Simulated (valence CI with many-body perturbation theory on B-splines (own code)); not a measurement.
## Hyperfine factors and g values of Ce⁴³⁺

Computed by configuration interaction combined with many-body perturbation theory (CI+MBPT): five valence electrons over a frozen Dirac-Fock core [Ne], radial functions for each j: 9 s, 9 p, 8 d, 6 f, 3 g, 1 h, with the one-electron correlation potential Σ1, the two-electron term Σ2, the three-electron term Σ3, Breit, model QED; selected CI, second order for the rest (own B-spline code, finite nucleus).

No measured spectrum was set against this ion. As an estimate, large intervals hold to a few tenths of a per cent, small ones and those within an open d or f shell to about a per cent. Among the levels kept, up to 620 cm⁻¹ of a level comes from second order outside the variational space, and about a tenth of that is noise between levels of different J, which matters for small intervals.

A/g_I is the dipole constant over the nuclear g factor μ/I (μ in nuclear magnetons, uniformly magnetised nucleus), B/Q the quadrupole constant per barn. Both hold the static response of the core; the bare values leave it out. Large factors of s and p1/2 electrons are usually good to 5 to 10 %; those of open d and f shells near neutrality can be off by tens of per cent, and small factors of p3/2, d and f electrons come from cancelling terms and can be off by a factor of two or in sign, in half-filled shells by more. B is blank for J = 1/2, where it vanishes, and for nearly pure S terms. Energies count from the lowest level.

Levels are named by their leading jj configuration (3d3/2^4 stands for four electrons in 3d with j = 3/2), which in mixed levels can hold well under half, so a name can repeat and another be missing. Letters in brackets count levels of one name in rising energy.

| Level | E (Ry) | g | A/g_I (MHz) | A/g_I bare | B/Q (MHz/b) | B/Q bare |
| --- | --- | --- | --- | --- | --- | --- |
| (3s^2 3p1/2^2 3p3/2) J=3/2 | 0.000 | 1.380 | 85700 | 85600 | 156000 | 154000 |
| (3s^2 3p1/2 3p3/2^2) J=3/2 | 7.497 | 1.444 | -11500 | -9200 | 26200 | 25800 |
| (3s^2 3p1/2 3p3/2^2) J=5/2 | 8.155 | 1.192 | 194000 | 191000 | -511 | -499 |
| (3s^2 3p1/2 3p3/2^2) J=1/2 | 8.969 | 0.655 | 610000 | 596000 |  |  |
| (3s^2 3p1/2^2 3d3/2) J=3/2 | 12.280 | 0.781 | 43300 | 44600 | 18800 | 20100 |
| (3s^2 3p1/2^2 3d5/2) J=5/2 | 14.544 | 1.263 | 83400 | 83500 | 1230 | 2820 |
| (3s 3p1/2^2 3p3/2^2) J=5/2 | 16.486 | 1.414 | 354000 | 347000 | 78500 | 77400 |
| (3s^2 3p3/2^3) J=3/2 | 16.562 | 1.290 | 93200 | 92700 | -182000 | -179000 |
| (3s 3p1/2^2 3p3/2^2) J=1/2 | 17.919 | 2.161 | 1630000 | 1590000 |  |  |
| (3s 3p1/2^2 3p3/2^2) J=3/2 | 17.955 | 1.152 | -189000 | -181000 | -35100 | -34500 |
| (3s^2 3p1/2 3p3/2 3d3/2) J=5/2 [a] | 19.713 | 0.957 | 148000 | 146000 | -24700 | -23600 |
| (3s^2 3p1/2 3p3/2 3d3/2) J=3/2 [a] | 19.816 | 0.923 | 139000 | 138000 | -105000 | -103000 |
| (3s^2 3p1/2 3p3/2 3d3/2) J=1/2 [a] | 19.849 | 0.213 | 221000 | 218000 |  |  |
| (3s^2 3p1/2 3p3/2 3d3/2) J=7/2 | 20.356 | 1.057 | 142000 | 141000 | 147000 | 146000 |
| (3s^2 3p1/2 3p3/2 3d5/2) J=7/2 [a] | 21.615 | 1.306 | -16500 | -14000 | 183000 | 182000 |
| (3s^2 3p1/2 3p3/2 3d5/2) J=3/2 [a] | 21.830 | 1.427 | 11500 | 13700 | -70300 | -68800 |
| (3s^2 3p1/2 3p3/2 3d3/2) J=5/2 [b] | 21.887 | 1.207 | 48400 | 49500 | 91000 | 90000 |
| (3s^2 3p1/2 3p3/2 3d5/2) J=5/2 [a] | 22.235 | 1.186 | 165000 | 163000 | -84000 | -82300 |
| (3s^2 3p1/2 3p3/2 3d5/2) J=9/2 | 22.311 | 1.199 | 106000 | 105000 | 156000 | 155000 |
| (3s^2 3p1/2 3p3/2 3d3/2) J=3/2 [b] | 22.334 | 1.236 | 1670 | 4160 | 6270 | 5610 |
| (3s^2 3p1/2 3p3/2 3d3/2) J=1/2 [b] | 22.355 | 1.661 | 417000 | 407000 |  |  |
| (3s^2 3p1/2 3p3/2 3d5/2) J=7/2 [b] | 23.594 | 1.097 | 121000 | 120000 | 34000 | 34900 |
| (3s^2 3p1/2 3p3/2 3d5/2) J=5/2 [b] | 23.735 | 1.207 | -2010 | -222 | 43900 | 44400 |
| (3s^2 3p1/2 3p3/2 3d5/2) J=3/2 [b] | 23.978 | 0.972 | 159000 | 157000 | 18000 | 18200 |
| (3s^2 3p1/2 3p3/2 3d5/2) J=1/2 | 24.104 | 1.325 | -212000 | -204000 |  |  |
| (3s 3p1/2 3p3/2^3) J=3/2 [a] | 24.977 | 1.329 | 229000 | 225000 | -143000 | -140000 |
| (3s 3p1/2 3p3/2^3) J=5/2 | 25.707 | 1.271 | 440000 | 431000 | -194000 | -191000 |
| (3s 3p1/2 3p3/2^3) J=1/2 | 26.846 | 1.302 | -347000 | -335000 |  |  |
| (3s 3p1/2 3p3/2^3) J=3/2 [b] | 26.881 | 1.155 | 183000 | 180000 | 7540 | 7450 |
| (3s 3p1/2^2 3p3/2 3d3/2) J=5/2 [a] | 28.227 | 1.308 | 312000 | 307000 | 43800 | 42800 |
| (3s 3p1/2^2 3p3/2 3d3/2) J=3/2 [a] | 28.345 | 1.345 | 230000 | 227000 | -4200 | -4960 |
| (3s 3p1/2^2 3p3/2 3d3/2) J=1/2 [a] | 28.410 | 2.593 | 978000 | 959000 |  |  |
| (3s 3p1/2^2 3p3/2 3d3/2) J=7/2 | 28.644 | 1.328 | 300000 | 296000 | 130000 | 129000 |
| (3s 3p1/2^2 3p3/2 3d3/2) J=3/2 [b] | 29.623 | 0.980 | 81200 | 81300 | -93100 | -91300 |
| (3s^2 3p3/2^2 3d3/2) J=5/2 | 29.627 | 1.189 | 123000 | 122000 | -29400 | -29300 |
| (3s^2 3p3/2^2 3d3/2) J=7/2 | 29.693 | 1.190 | 67400 | 68200 | 38700 | 38700 |
| (3s^2 3p3/2^2 3d3/2) J=3/2 [a] | 29.727 | 1.181 | 40800 | 42100 | -53200 | -53100 |
| (3s^2 3p3/2^2 3d3/2) J=1/2 | 29.740 | 1.419 | -22000 | -20800 |  |  |
| (3s^2 3p3/2^2 3d5/2) J=7/2 | 30.053 | 1.156 | 54900 | 55200 | 18000 | 19600 |
| (3s^2 3p3/2^2 3d5/2) J=9/2 | 30.145 | 1.232 | 52800 | 53400 | 93400 | 93700 |
